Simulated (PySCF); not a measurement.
# `C1=C(Cl)[C@H]2C=C(Cl)[C@@H]1C2`, C₇H₆Cl₂

Cartesian coordinates in Å; atom numbers follow the order of the lines, from 1:
```xyz
15

Cl   -2.7047    1.5333   -0.4742
C    -1.2655    0.7618    0.0048
C    -0.3608    1.1427    0.8995
C     0.7348    0.0865    0.8685
C    -0.1268   -1.1650    0.6148
C    -0.7847   -0.5411   -0.6307
C     0.4657   -0.1708   -1.4155
C     1.3693    0.2005   -0.5158
Cl    2.9542    0.7750   -0.7479
H    -0.3378    2.0235    1.5089
H     1.4225    0.0840    1.7074
H     0.4588   -2.0549    0.3903
H    -0.8315   -1.3717    1.4186
H    -1.5347   -1.1135   -1.1661
H     0.5369   -0.1822   -2.4843
```

Computed with TDDFT B3LYP/def2-SVPD circular dichroism and optical rotation, one conformer, gas phase (PySCF). Geometry: GFN2-xTB.

States above about 6.4 eV lie in this functional's continuum (it starts at minus the energy of the highest occupied orbital, well below the true ionisation energy for most functionals) and depend on the basis.

Stereocentres: C4 R, C6 R.

(1) Give the optical rotatory dispersion at 633, 589.3, 546, 436, 405, 365, 355 nm.

(2) And for the mirror image at 589.3 nm?

(3) What is the molar rotation [Φ] = [α]·M/100 of the geometry above at 589.3 nm?

Answers

(1) [α] in deg dm⁻¹ (g/mL)⁻¹:
```csv
λ (nm),origin-invariant length gauge,modified velocity gauge,length gauge (centre of mass),isotropic polarisability (au)
633,+138.2,+148.7,+138.6,103.4
589.3,+156.4,+168.8,+156.9,103.9
546,+176.7,+191.6,+177.2,104.4
436,+211.5,+238.4,+212.4,106.8
405,+182.7,+216.3,+183.8,107.9
365,+0.1,+48.4,+1.8,109.9
355,-112.1,-58.2,-110.3,110.5
```

(2) -156.4 deg dm⁻¹ (g/mL)⁻¹ (origin-invariant length gauge): the same size and the opposite sign.

(3) With M = 161.03 g/mol, +251.9 deg cm² dmol⁻¹ (origin-invariant length gauge).

The first excitation lies at 4.57 eV (271 nm) with R = -40.9 × 10⁻⁴⁰ esu² cm² (velocity form).
